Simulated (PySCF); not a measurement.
Circular dichroism: `CC[Si@@H]1C[SiH2][C@@H]1C`, C$_{5}$H$_{14}$Si$_{2}$

Geometry (Å), atoms numbered from 1 in this order:
```xyz
21

C     2.850   -0.647    0.346
C     1.401   -1.007    0.046
Si    0.420    0.463   -0.654
C     0.027    1.809    0.659
Si   -1.823    1.308    0.725
C    -1.480    0.146   -0.770
C    -1.982   -1.289   -0.684
H     3.360   -0.327   -0.560
H     2.901    0.167    1.065
H     3.389   -1.499    0.758
H     0.927   -1.364    0.961
H     1.379   -1.837   -0.661
H     1.058    0.944   -1.891
H     0.184    2.822    0.298
H     0.565    1.731    1.600
H    -2.187    0.592    1.951
H    -2.789    2.384    0.486
H    -1.875    0.583   -1.690
H    -1.637   -1.876   -1.535
H    -1.624   -1.769    0.224
H    -3.072   -1.319   -0.674
```

The calculation used TDDFT CAM-B3LYP/def2-SVPD circular dichroism and optical rotation, one conformer, gas phase (PySCF). Geometry: GFN2-xTB.

The molecule is flexible and this is one conformer; a measurement averages over conformers.

Q: What are the CIP labels of the stereocentres?

A: Si3 R, C6 S.

Q: Which excitations and rotatory strengths does the calculation give?

A: Rotatory strengths R in 10⁻⁴⁰ esu² cm², velocity form and length form (origin at the centre of mass); f in length form.
```tsv
state	E (eV)	λ (nm)	f	R (velocity)	R (length)	main
1	6.30	197	0.008	+28.6	+28.5	HOMO→LUMO 0.91
2	6.88	180	0.0006	-16.7	-16.3	HOMO→LUMO+1 0.62, HOMO→LUMO+4 0.14
3	7.04	176	0.005	-2.6	-2.6	HOMO−1→LUMO 0.87
4	7.24	171	0.098	-16.5	-16.7	HOMO−2→LUMO 0.44, HOMO→LUMO+2 0.23
5	7.33	169	0.071	+2.0	+1.6	HOMO−2→LUMO 0.31, HOMO→LUMO+2 0.31
6	7.44	167	0.004	-11.3	-10.9	HOMO−1→LUMO+1 0.65, HOMO−1→LUMO+4 0.10
7	7.49	166	0.007	+8.5	+8.1	HOMO−2→LUMO+1 0.61, HOMO−2→LUMO+4 0.10
8	7.68	161	0.004	+0.2	-0.1	HOMO→LUMO+4 0.18, HOMO→LUMO+2 0.16
9	7.73	160	0.004	-23.5	-22.1	HOMO−3→LUMO 0.48, HOMO−1→LUMO+2 0.18
10	7.80	159	0.018	-32.5	-31.8	HOMO−2→LUMO+2 0.22, HOMO−3→LUMO 0.18
11	7.81	159	0.009	-3.9	-3.8	HOMO−2→LUMO+4 0.20, HOMO−1→LUMO+4 0.16
12	7.87	158	0.077	-9.5	-9.6	HOMO→LUMO+3 0.69, HOMO→LUMO+6 0.11
13	8.13	152	0.006	-4.6	-4.4	HOMO−3→LUMO+1 0.21, HOMO→LUMO+5 0.21
14	8.18	152	0.072	-29.1	-27.6	HOMO→LUMO+5 0.35, HOMO→LUMO+6 0.23
15	8.24	150	0.005	+9.9	+9.0	HOMO−3→LUMO+1 0.24, HOMO−2→LUMO+3 0.12
16	8.30	149	0.004	+15.1	+14.1	HOMO−1→LUMO+2 0.24, HOMO−1→LUMO+4 0.19
```

For state 8 the two forms differ in sign, so the sign of R isn't settled.

Among the states computed, the strongest CD band (largest |R|) is state 10. The largest dissymmetry factor in size, g = 4R/(D+G), with D and G the electric and magnetic dipole strengths, is -0.26 for state 2 (velocity form, f = 0.0007), among bands with |R| over 0.5. The mirror image has the same energies and oscillator strengths and all R with the opposite sign.
